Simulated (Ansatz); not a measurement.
Two isomers of C2H5ClO2Si: A = `CO[Si]1(Cl)CO1`, B = `O[SiH2]/C(O)=C\Cl`.

Gas-phase electronic energies from Ansatz, PBE0-D4/def2-TZVP geometries. CCSD(T)/CBS is the MP2 limit (def2-TZVPP, def2-QZVPP) plus CCSD(T) − MP2 in def2-TZVPP, frozen cores. Functionals use def2-TZVPP. B3LYP here is the variant with VWN-RPA as its local correlation; programs differ in this. Each species was taken in one conformer, which may not be the lowest.

Which isomer does CCSD(T)/CBS put lower? Give the gap. (Best estimate.)

Ansatz gave: A, by 33.5 kcal/mol.

Give E(B) − E(A) in kcal/mol with ωB97M-V, PBE0-D4, CCSD/def2-TZVPP, MP2/def2-TZVPP, B3LYP-D4, B3LYP, r2SCAN-D4. (Estimate.)

Ansatz gave: ωB97M-V 34.2, PBE0-D4 33.1, CCSD/def2-TZVPP 34.4, MP2/def2-TZVPP 35.2, B3LYP-D4 32.3, B3LYP 32.8, r2SCAN-D4 34.7. None reverses the order clearly.

Largest T1 diagnostic: 0.012.

From PBE to PBE0 (25 % exact exchange), in def2-TZVPP and without D4, E(B) − E(A) moves by +2.0 kcal/mol.
